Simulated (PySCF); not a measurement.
# Working out the ionisation energy of O⁺

O⁺ [He] 2s2 2p3 (4S) → O²⁺ [He] 2s2 2p2 (3P). Computed with PySCF 2.14 in def2-SVP (3s2p1d, 14 functions), with no relativity, point nucleus. Frozen: 1s2. Energies in hartree (1 hartree = 27.21139 eV):

```tsv
part	O⁺ (lower)	O²⁺ (upper)
UHF	-74.276071	-72.999874
CCSD correlation	-0.083874	-0.077611
(T)	-0.000568	-0.000633
```

Task: What does Hartree-Fock give?

Result: (-72.999874) − (-74.276071) = 1.276197 hartree = 34.727 eV.

Task: What do CCSD and CCSD(T) give?

Result: The CCSD correlation energies differ by 0.006263 hartree = 0.170 eV and the triples by -0.000065 hartree = -0.002 eV, so CCSD gives 34.897 eV and CCSD(T) 34.895 eV.

Reference: 35.121 eV (measured; NIST Atomic Spectra Database, ionization energies), between the lowest levels; spin-orbit coupling is absent from the calculation.

A double-zeta basis recovers only part of the correlation energy.

What remains against the reference includes basis incompleteness, the frozen core and higher excitations.
